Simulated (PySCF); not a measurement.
# Relaxation of singlet PbOI₂

Computed with B3LYP in PySCF with Pb def2-SVP with ECP60, O def2-SVP, I def2-SVP with ECP28; scalar-relativistic core potentials, no spin–orbit coupling; density-fitted integrals. A (50,194) grid was used.

A hand-made T-shaped (ligand arrangement 2) start, of C2v symmetry, held to at least that symmetry:

```xyz
4
charge 0 multiplicity 1, angstrom
Pb    0.0000    0.0000   -0.1156
O     0.0000    0.0000    1.8044
I     2.7683    0.0000   -0.0189
I    -2.7683    0.0000   -0.0189
```

Q: What does it relax to?

A: It ends at C2v with Pb–I 2.814 Å (×2), Pb–O 1.950 Å; I–Pb–I 106.0°, I–Pb–O 127.0° (×2) (after a last refinement on a finer grid). A frequency run shows a minimum. Other isomers or separated fragments may lie lower.

Q: How much energy is released, and in how many steps?

A: 179.9 kJ/mol in 9 steps.

No spin–orbit coupling is included, which matters more the heavier the element.
